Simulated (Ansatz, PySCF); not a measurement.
Gas-phase reaction R1 → P1 + P2, each structure at its B3LYP-D3(BJ)/def2-TZVP stationary point, reached from a drawn start (curvature not checked).
P1: O2 (SMILES O=O), charge 0, multiplicity 3.
P2, OH (SMILES [OH]) (charge 0, multiplicity 2):
```xyz
2

O      0.00000     0.00000     0.48836
H      0.00000     0.00000    -0.48836
```
R1: HO3 (SMILES [O]OO), charge 0, multiplicity 2.

| level | reaction energy (eV) |
|---|---|
| HF/cc-pVDZ | -1.857 |
| HF/cc-pVTZ | -1.836 |
| HF/cc-pVQZ | -1.868 |
| PBE/def2-TZVPP | 0.759 |
| PBE-D3(BJ)/def2-TZVPP | 0.777 |
| PBE-D4/def2-TZVPP | 0.779 |
| BLYP/def2-TZVPP | 0.555 |
| BLYP-D4/def2-TZVPP | 0.601 |
| revPBE/def2-TZVPP | 0.496 |
| revPBE-D3(BJ)/def2-TZVPP | 0.547 |
| revPBE-D4/def2-TZVPP | 0.577 |
| r2SCAN/def2-TZVPP | 0.274 |
| r2SCAN-D3(BJ)/def2-TZVPP | 0.278 |
| r2SCAN-D4/def2-TZVPP | 0.278 |
| B97M-V/def2-TZVPP | 0.319 |
| B3LYP/def2-TZVPP | 0.135 |
| B3LYP-D3(BJ)/def2-TZVPP | 0.165 |
| B3LYP-D4/def2-TZVPP | 0.166 |
| PBE0/def2-TZVPP | 0.126 |
| PBE0-D4/def2-TZVPP | 0.142 |
| BHLYP/def2-TZVPP | -0.498 |
| BHLYP-D3(BJ)/def2-TZVPP | -0.475 |
| BHLYP-D4/def2-TZVPP | -0.478 |
| M06-2X/def2-TZVPP | 0.010 |
| CAM-B3LYP/def2-TZVPP | 0.079 |
| CAM-B3LYP-D3(BJ)/def2-TZVPP | 0.091 |
| CAM-B3LYP-D4/def2-TZVPP | 0.094 |
| wB97X-V/def2-TZVPP | 0.099 |
| wB97M-V/def2-TZVPP | 0.151 |
| B2PLYP-D3(BJ)/def2-TZVPP | 0.036 |
| B2PLYP-D4/def2-TZVPP | 0.036 |
| MP2/cc-pVDZ | -0.819 |
| MP2/cc-pVTZ | -0.545 |
| MP2/cc-pVQZ | -0.497 |
| SCS-MP2/cc-pVDZ | -0.674 |
| SCS-MP2/cc-pVTZ | -0.431 |
| SCS-MP2/cc-pVQZ | -0.384 |
| CCSD/cc-pVDZ | -0.350 |
| CCSD(T)/cc-pVDZ | -0.150 |
| CCSD(T)/cc-pVTZ | 0.065 |

P less R. No zero-point or thermal terms; open shells are unrestricted; no spin–orbit coupling.

Cores are frozen in the correlated methods.

Doubts at one or more of the structures used: a spin-contaminated determinant (HF/cc-pVDZ, HF/cc-pVTZ, HF/cc-pVQZ, MP2/cc-pVDZ, MP2/cc-pVTZ, MP2/cc-pVQZ, SCS-MP2/cc-pVDZ, SCS-MP2/cc-pVTZ, SCS-MP2/cc-pVQZ, CCSD/cc-pVDZ, CCSD(T)/cc-pVDZ, CCSD(T)/cc-pVTZ).

The values were computed with Ansatz (a program for electronic structure) with Gaussian orbitals; PySCF for M06-2X and the D3/D4 terms. All values are computed, each at the level named.
